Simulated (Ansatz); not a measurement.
**A barrier at the coupled-cluster level**

Start structure (SiH5O2F, singlet), relaxed at PBE0-D4/def2-TZVP:

| atom | x (Å) | y (Å) | z (Å) |
| --- | --- | --- | --- |
| Si1 | -0.7025 | -0.6353 | 0.0968 |
| O2 | 0.4549 | -0.0105 | 1.1305 |
| H3 | -0.0845 | -1.8853 | -0.3918 |
| H4 | -1.9644 | -0.8507 | 0.8359 |
| O5 | -1.0453 | 0.4149 | -1.1017 |
| H6 | 1.5638 | 0.6506 | 0.0382 |
| F7 | 1.9148 | 0.9512 | -0.7861 |
| H8 | 0.1538 | 0.6265 | 1.7826 |
| H9 | -0.2907 | 0.7386 | -1.6046 |

The step: SiH₄O₂ ([OH][SiH2][OH]) + HF → SiH₃OF ([OH][SiH2][F]) + H₂O; bonds formed: Si1–F7, O2–H6; bonds broken: Si1–O2, H6–F7. Program: Ansatz 0.2.0. Basis: def2-TZVPP and def2-QZVPP. Cores are frozen in the correlated methods. Extrapolation: Hartree–Fock as exp(−7.88 √X), correlation as X^−2.97. Energies below are by CCSD(T) at an estimated basis limit (MP2 extrapolated from triple and quadruple zeta, plus CCSD(T) − MP2 in triple zeta).

(1) What are the electronic barrier and the energy of the step, from the start structure to the end structure? (An estimate is asked for; the value comes from the calculation.)

T1 diagnostic: at most 0.012.

## Answers

(1) The calculation gives: Barrier 100.8 kJ/mol; step energy -22.1 kJ/mol (downhill); reverse barrier, their difference, 122.9 kJ/mol. Barrier and step energy count from the start structure, the reverse barrier from the end structure.

The saddle point: One imaginary mode of 525i cm⁻¹.
```
  pair  start (Å)  saddle (Å)  end (Å)
Si1–F7       3.19        1.99     1.61
 O2–H6       1.69        1.09     0.96
Si1–O2       1.67        1.83     2.94
 H6–F7       0.94        1.29     2.33
```

Zero-point energy (harmonic, PBE0-D4): ZPE is 154.8 kJ/mol at the start and 152.8 kJ/mol at the saddle, so the barrier goes from 100.8 to 98.8 kJ/mol.

Steps of this kind, hydrogen fluoride cutting a network bond, underlie vapour etching and the fluorination step of atomic layer etching.

Labels in which every atom is bracketed show which atoms are joined, not bond orders.

For scale, one of the runs: CCSD(T)/def2-TZVPP, 205 basis functions, launched by `ansatz run in.yaml --threads 4 --pin off --events-out ev --progress --plain --max-ram 9574MiB`. Hardware: 4 CPU threads of an Arm Neoverse V1, shared host. Wall time 67 s; peak host memory 2.8 GiB.
